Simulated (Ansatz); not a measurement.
Relaxation of C2H9PSi (13 atoms, charge 0, multiplicity 1), to a largest force component of 0.015 eV/Å in at most 40 steps.

Theory: RHF/def2-SVPD (Ansatz).

```xyz
13
Properties=species:S:1:pos:R:3
C -1.150 0.125 1.260
C -0.181 -0.858 0.768
Si 1.082 -0.234 -0.435
P 0.244 0.345 -2.352
H -1.887 -0.300 1.943
H -1.793 0.582 0.416
H -0.686 1.016 1.754
H -0.673 -1.679 0.305
H 0.341 -1.243 1.691
H 1.804 0.961 0.149
H 2.108 -1.293 -0.674
H 0.862 -0.555 -3.166
H -1.055 -0.360 -2.250
```

Where does it end, and by what steps?

The run converged. The force dipped under the threshold on the way, but the program's further checks kept it going. After 17 steps the energy has fallen by 0.521 eV; H13 moved furthest, 1.06 Å.

```json
{"step": "0", "energy less start (eV)": "0.0000", "largest force component (eV/Å)": "3.242", "accepted": "yes"}
{"step": "1", "energy less start (eV)": "-0.4125", "largest force component (eV/Å)": "1.031", "accepted": "yes"}
{"step": "2", "energy less start (eV)": "-0.4270", "largest force component (eV/Å)": "0.381", "accepted": "yes"}
{"step": "3", "energy less start (eV)": "-0.4550", "largest force component (eV/Å)": "0.165", "accepted": "yes"}
{"step": "4", "energy less start (eV)": "-0.4593", "largest force component (eV/Å)": "0.376", "accepted": "yes"}
{"step": "5", "energy less start (eV)": "-0.4857", "largest force component (eV/Å)": "0.136", "accepted": "yes"}
{"step": "6", "energy less start (eV)": "-0.4991", "largest force component (eV/Å)": "0.030", "accepted": "yes"}
{"step": "7", "energy less start (eV)": "-0.5009", "largest force component (eV/Å)": "0.415", "accepted": "yes"}
{"step": "8", "energy less start (eV)": "-0.5162", "largest force component (eV/Å)": "0.062", "accepted": "yes"}
{"step": "9", "energy less start (eV)": "-0.5197", "largest force component (eV/Å)": "0.026", "accepted": "yes"}
{"step": "10", "energy less start (eV)": "-0.5185", "largest force component (eV/Å)": "0.206", "accepted": "no"}
{"step": "11", "energy less start (eV)": "-0.5136", "largest force component (eV/Å)": "0.248", "accepted": "no"}
{"step": "12", "energy less start (eV)": "-0.5203", "largest force component (eV/Å)": "0.011", "accepted": "yes"}
{"step": "13", "energy less start (eV)": "-0.5205", "largest force component (eV/Å)": "0.069", "accepted": "yes"}
{"step": "14", "energy less start (eV)": "-0.5206", "largest force component (eV/Å)": "0.053", "accepted": "yes"}
{"step": "15", "energy less start (eV)": "-0.5208", "largest force component (eV/Å)": "0.012", "accepted": "yes"}
{"step": "16", "energy less start (eV)": "-0.5208", "largest force component (eV/Å)": "0.016", "accepted": "yes"}
{"step": "17", "energy less start (eV)": "-0.5208", "largest force component (eV/Å)": "0.011", "accepted": "yes"}
```

```xyz
13
Properties=species:S:1:pos:R:3
C -1.185 0.243 1.356
C -0.229 -0.864 0.896
Si 0.997 -0.374 -0.464
P -0.116 0.250 -2.361
H -1.841 -0.112 2.153
H -1.820 0.593 0.540
H -0.640 1.107 1.740
H -0.798 -1.731 0.547
H 0.362 -1.221 1.746
H 1.800 0.803 -0.042
H 1.924 -1.503 -0.727
H 1.027 0.368 -3.185
H -0.466 -1.051 -2.790
```

The run took 40 s on 2 threads of Intel(R) Xeon(R) 6975P-C (Granite Rapids), with other jobs on the host, peak memory 0.46 GiB.
